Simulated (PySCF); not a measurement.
A ladder for the ionisation energy of Tc⁺

Tc⁺ [Kr] 4d5 5s1 (7S) → Tc²⁺ [Kr] 4d5 (6S). Scalar values calculated with PySCF 2.14 in aug-cc-pVTZ-DK (spin-free X2C; valence: [Kr] frozen). The spin-orbit shift comes from two-component X2C-1e calculations (generalised Hartree-Fock, GHF, and MP2 on its spinors, GMP2) in x2c-QZVPPall-2c: GMP2 gives 15.230 eV without and 15.228 eV with screened spin-orbit coupling, a shift of -0.002 eV (GHF: -0.001 eV). Sums use unrounded values; where a UHF row is shifted, it takes the GHF shift.

```csv
method,scalar (eV)
UHF,14.249
MP2 (valence),14.835
SCS-MP2 (valence),14.445
CCSD (valence),14.861
CCSD(T) (valence),14.886
LDA,15.903
PBE,15.598
PBE0,15.323
r2SCAN,15.520
TPSSh,15.242
B97-3,15.051
MN15,15.062
```

Form a composite estimate from CCSD(T) (valence) and the spin-orbit shift, and compare it with the reference, 15.26 eV (semi-empirical (NIST evaluation); NIST Atomic Spectra Database, ionization energies).

14.886 + (-0.002) = 14.884 eV, an error of -0.376 eV.

The errors of the correlated levels include the incompleteness of the basis and the frozen core, so a lower level can come closer by cancellation.
